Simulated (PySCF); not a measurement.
PySCF job for 3-bromo-1,1-difluoropropa-1,2-diene (C3HBrF2), SMILES FC(F)=C=CBr, TDDFT-LC-ωPBE/def2-SVPD. Geometry optimised at B3LYP-D3(BJ)/def2-SVP.

```python
import numpy as np
from pyscf import gto, scf, dft, tdscf

mol = gto.M(
    atom='''
    F    -2.80569128    0.24118527    1.08194465
    C    -2.10050454   -0.02633479    0.00000000
    F    -2.80569128    0.24118527   -1.08194465
    C    -0.88334523   -0.50698483    0.00000000
    C     0.34072268   -0.95077193   -0.00000000
    Br    1.87839413    0.18778568    0.00000000
    H     0.61741102   -2.00928434   -0.00000001
    ''',
    basis='def2-SVPD',
    charge=0,
    spin=0,
    symmetry=True,
    max_memory=1600,
    verbose=4,
)
mf = dft.RKS(mol, xc='lc_wpbe').density_fit(auxbasis='def2-universal-jkfit')
mf.grids.level = 3
mf.conv_tol = 1e-9
mf.max_cycle = 100
mf.kernel()
mf.grids = dft.Grids(mol).set(level=1).build(with_non0tab=True)  # coarser grid for the response kernel
td = tdscf.TDDFT(mf)
td.singlet = True
td.nstates = 10
td.conv_tol = 1e-4
td.positive_eig_threshold = 1e-6
td.kernel(x0=td.get_init_guess(mf, 15))
td.analyze()
tt = tdscf.TDA(mf)
tt.singlet = False
tt.nstates = 4
tt.conv_tol = 1e-4
tt.positive_eig_threshold = 1e-6
tt.kernel(x0=tt.get_init_guess(mf, 9))
tt.analyze(verbose=3)
```

Log of the run:

```
PySCF version 2.14.0

[INPUT] verbose = 4
[INPUT] num. atoms = 7
[INPUT] num. electrons = 72
[INPUT] charge = 0
[INPUT] spin (= nelec alpha-beta = 2S) = 0
[INPUT] symmetry True subgroup None
[INPUT] Mole.unit = angstrom
[INPUT] Symbol           X                Y                Z      unit          X                Y                Z       unit  Magmom
[INPUT]  1 F     -2.805691280000   0.241185270000   1.081944650000 AA   -5.301988109280   0.455774105579   2.044579070438 Bohr   0.0
[INPUT]  2 C     -2.100504540000  -0.026334790000   0.000000000000 AA   -3.969378304006  -0.049765540648   0.000000000000 Bohr   0.0
[INPUT]  3 F     -2.805691280000   0.241185270000  -1.081944650000 AA   -5.301988109280   0.455774105579  -2.044579070438 Bohr   0.0
[INPUT]  4 C     -0.883345230000  -0.506984830000   0.000000000000 AA   -1.669280558141  -0.958062478009   0.000000000000 Bohr   0.0
[INPUT]  5 C      0.340722680000  -0.950771930000   0.000000000000 AA    0.643872549628  -1.796698554624   0.000000000000 Bohr   0.0
[INPUT]  6 Br     1.878394130000   0.187785680000   0.000000000000 AA    3.549650459691   0.354863505315   0.000000000000 Bohr   0.0
[INPUT]  7 H      0.617411020000  -2.009284340000  -0.000000010000 AA    1.166737734088  -3.796997108977  -0.000000018897 Bohr   0.0

nuclear repulsion = 349.569621314713
point group symmetry = Cs
symmetry origin: [-2.62462188e-10  5.24923962e-10 -2.62461962e-10]
symmetry axis x: [ 1.00000000e+00  5.00375571e-11 -2.23417799e-11]
symmetry axis y: [ 5.00375572e-11 -1.00000000e+00  2.58189787e-09]
symmetry axis z: [2.23417798e-11 2.58189787e-09 1.00000000e+00]
num. orbitals of irrep A' = 99
num. orbitals of irrep A" = 56
number of shells = 61
number of NR pGTOs = 249
number of NR cGTOs = 155
basis = def2-SVPD
ecp = {}


******** <class 'pyscf.df.df_jk.DFSymAdaptedRKS'> ********
method = DFSymAdaptedRKS
initial guess = minao
damping factor = 0
level_shift factor = 0
DIIS = <class 'pyscf.scf.diis.CDIIS'>
diis_start_cycle = 1
diis_space = 8
diis_damp = 0
SCF conv_tol = 1e-09
SCF conv_tol_grad = None
SCF max_cycles = 100
direct_scf = False
XC library pyscf.dft.libxc version 7.1.2
    S. Lehtola, C. Steigemann, M. J. T. Oliveira, and M. A. L. Marques,  SoftwareX 7, 1–5 (2018)
XC functionals = lc_wpbe
    O. A. Vydrov and G. E. Scuseria,  J. Chem. Phys. 125, 234109 (2006)
radial grids:
    Treutler-Ahlrichs [JCP 102, 346 (1995); DOI:10.1063/1.469408] (M4) radial grids

becke partition: Becke, JCP 88, 2547 (1988); DOI:10.1063/1.454033
pruning grids: <function nwchem_prune>
grids dens level: 3
symmetrized grids: True
atomic radii adjust function: <function treutler_atomic_radii_adjust>
small_rho_cutoff = 0
Freeze 0 electrons in irreps []
    72 free electrons in irreps A' A"
Set gradient conv threshold to 3.16228e-05
Initial guess from minao.
tot grids = 101112
Create RSH-DF object <pyscf.df.df.DF object> for omega=0.4
******** <class 'pyscf.df.df.DF'> ********
auxbasis = auxmol.basis = def2-universal-jkfit
init E= -2887.51139835085
HOMO (A') = -0.261000805655365  LUMO (A") = -0.0395873424973363  gap/eV = 6.02497
cycle= 1 E= -2887.46181185692  delta_E= 0.0496  |g|= 0.764  |ddm|= 6.59
HOMO (A") = -0.390089774828484  LUMO (A') = -0.0312147685876401  gap/eV = 9.76549
cycle= 2 E= -2887.49882772227  delta_E= -0.037  |g|= 0.745  |ddm|= 1.98
HOMO (A") = -0.395462312752423  LUMO (A") = 0.0198787060338512  gap/eV = 11.30200
cycle= 3 E= -2887.59348667653  delta_E= -0.0947  |g|= 0.0765  |ddm|= 0.904
HOMO (A') = -0.390660684270388  LUMO (A") = 0.0306457034201895  gap/eV = 11.46433
cycle= 4 E= -2887.59473695508  delta_E= -0.00125  |g|= 0.0283  |ddm|= 0.179
HOMO (A') = -0.392023189911987  LUMO (A") = 0.0312775657631166  gap/eV = 11.51860
cycle= 5 E= -2887.59507094087  delta_E= -0.000334  |g|= 0.013  |ddm|= 0.0781
HOMO (A') = -0.393420620364227  LUMO (A") = 0.0307388522884429  gap/eV = 11.54197
cycle= 6 E= -2887.59512644959  delta_E= -5.55e-05  |g|= 0.00315  |ddm|= 0.0309
HOMO (A') = -0.39303932166827  LUMO (A") = 0.0311080425766335  gap/eV = 11.54164
cycle= 7 E= -2887.59513845583  delta_E= -1.2e-05  |g|= 0.00154  |ddm|= 0.017
HOMO (A') = -0.393355862951453  LUMO (A") = 0.031020826325947  gap/eV = 11.54788
cycle= 8 E= -2887.59513976471  delta_E= -1.31e-06  |g|= 0.000541  |ddm|= 0.00609
HOMO (A') = -0.393339123052395  LUMO (A") = 0.0310134362611745  gap/eV = 11.54722
cycle= 9 E= -2887.59513987362  delta_E= -1.09e-07  |g|= 0.000175  |ddm|= 0.00167
HOMO (A') = -0.393338862487886  LUMO (A") = 0.0310387217646433  gap/eV = 11.54790
cycle= 10 E= -2887.59513988703  delta_E= -1.34e-08  |g|= 6.44e-05  |ddm|= 0.000764
HOMO (A') = -0.393345247055616  LUMO (A") = 0.0310301598031968  gap/eV = 11.54784
cycle= 11 E= -2887.59513988856  delta_E= -1.53e-09  |g|= 2.8e-05  |ddm|= 0.000266
HOMO (A') = -0.393346122230143  LUMO (A") = 0.0310307257636113  gap/eV = 11.54788
cycle= 12 E= -2887.59513988879  delta_E= -2.36e-10  |g|= 1.07e-05  |ddm|= 0.000111
HOMO (A') = -0.393346529527581  LUMO (A") = 0.0310312298491455  gap/eV = 11.54791
Extra cycle  E= -2887.59513988881  delta_E= -2.32e-11  |g|= 8.56e-06  |ddm|= 4.92e-05
converged SCF energy = -2887.59513988881
tot grids = 35944
Overwritten attributes  positive_eig_threshold  of <class 'pyscf.tdscf.rks.TDDFT'>


******** <class 'pyscf.tdscf.rks.TDDFT'> for <class 'pyscf.df.df_jk.DFSymAdaptedRKS'> ********
nstates = 10 singlet
deg_eia_thresh = 1.000e-03
wfnsym = None
conv_tol = 0.0001
eigh lindep = 1e-12
eigh level_shift = 0
eigh max_cycle = 100


Excitation energies (eV)
[4.8352637  5.52099689 6.23805354 6.36811124 6.85650397 7.20587951
 7.37169813 7.86249675 8.16283675 8.62844858]

** Singlet excitation energies and oscillator strengths **
Excited State   1:   A"      4.83526 eV    256.42 nm  f=0.0000
      36 -> 37       -0.69627
Excited State   2:   A"      5.52100 eV    224.57 nm  f=0.0003
      35 -> 38       -0.67758
      35 -> 41        0.10284
Excited State   3:  ???      6.23805 eV    198.75 nm  f=0.0017
      34 -> 38       -0.46894
      34 -> 45       -0.10582
      35 -> 37        0.35210
      36 -> 38        0.34371
Excited State   4:   A'      6.36811 eV    194.70 nm  f=0.0064
      34 -> 38        0.46215
      35 -> 37        0.44468
      36 -> 38        0.23553
Excited State   5:  ???      6.85650 eV    180.83 nm  f=0.0002
      34 -> 37       -0.69773
Excited State   6:  ???      7.20588 eV    172.06 nm  f=0.9671
      34 -> 38       -0.10167
      35 -> 37        0.40398
      36 -> 38       -0.52679
      36 -> 40        0.11499
Excited State   7:  ???      7.37170 eV    168.19 nm  f=0.0002
      33 -> 38        0.45547
      35 -> 39       -0.30992
      35 -> 40        0.26707
      35 -> 43        0.19166
      35 -> 45        0.20403
Excited State   8:  ???      7.86250 eV    157.69 nm  f=0.1275
      36 -> 39       -0.63341
      36 -> 40       -0.14060
      36 -> 41        0.16091
      36 -> 47       -0.10585
Excited State   9:  ???      8.16284 eV    151.89 nm  f=0.0083
      33 -> 38        0.34495
      35 -> 39        0.53240
      35 -> 41        0.18001
      35 -> 43       -0.18498
Excited State  10:  ???      8.62845 eV    143.69 nm  f=0.0352
      32 -> 38       -0.10346
      33 -> 37       -0.42860
      34 -> 39       -0.33382
      34 -> 41       -0.13637
      34 -> 43        0.16950
      36 -> 40       -0.22637
      36 -> 43       -0.19847

** Transition electric dipole moments (AU) **
state          X           Y           Z        Dip. S.      Osc.
  1        -0.0000     -0.0000     -0.0034      0.0000      0.0000
  2         0.0000      0.0000     -0.0483      0.0023      0.0003
  3         0.0012     -0.1053     -0.0000      0.0111      0.0017
  4        -0.2004     -0.0339     -0.0000      0.0413      0.0064
  5         0.0000     -0.0000      0.0307      0.0009      0.0002
  6        -2.3380      0.1097      0.0000      5.4783      0.9671
  7         0.0000      0.0000     -0.0371      0.0014      0.0002
  8        -0.8054     -0.1141      0.0000      0.6617      0.1275
  9         0.0000      0.0000      0.2034      0.0414      0.0083
 10        -0.2868     -0.2900     -0.0000      0.1663      0.0352

** Transition velocity dipole moments (imaginary part, AU) **
state          X           Y           Z        Dip. S.      Osc.
  1        -0.0000      0.0000     -0.0022      0.0000      0.0000
  2         0.0000      0.0000     -0.0175      0.0003      0.0010
  3         0.0028     -0.0282      0.0000      0.0008      0.0023
  4        -0.0490     -0.0040      0.0000      0.0024      0.0069
  5        -0.0000     -0.0000      0.0055      0.0000      0.0001
  6        -0.6133      0.0268     -0.0000      0.3769      0.9487
  7        -0.0000     -0.0000     -0.0011      0.0000      0.0000
  8        -0.2327     -0.0419     -0.0000      0.0559      0.1289
  9        -0.0000     -0.0000      0.0529      0.0028      0.0062
 10        -0.0931     -0.0927      0.0000      0.0173      0.0363

** Transition magnetic dipole moments (imaginary part, AU) **
state          X           Y           Z
  1        -0.9690      0.3711     -0.0000
  2        -0.0184      0.1578      0.0000
  3         0.0000     -0.0000     -0.2959
  4        -0.0000      0.0000      0.4229
  5        -0.5427     -0.1342     -0.0000
  6         0.0000      0.0000      1.5903
  7         0.6167     -0.5631     -0.0000
  8         0.0000     -0.0000      0.1972
  9        -0.2175      0.6490     -0.0000
 10        -0.0000      0.0000      1.3427
Overwritten attributes  positive_eig_threshold  of <class 'pyscf.tdscf.rks.TDA'>


******** <class 'pyscf.tdscf.rks.TDA'> for <class 'pyscf.df.df_jk.DFSymAdaptedRKS'> ********
nstates = 4 triplet
deg_eia_thresh = 1.000e-03
wfnsym = None
conv_tol = 0.0001
eigh lindep = 1e-12
eigh level_shift = 0
eigh max_cycle = 100


Excitation energies (eV)
[3.91331695 4.19698752 4.40424047 4.98448679]

** Triplet excitation energies and oscillator strengths **
Excited State   1:   A'      3.91332 eV    316.83 nm  f=0.0000
Excited State   2:   A'      4.19699 eV    295.41 nm  f=0.0000
Excited State   3:   A"      4.40424 eV    281.51 nm  f=0.0000
Excited State   4:   A"      4.98449 eV    248.74 nm  f=0.0000
```

The run converged.
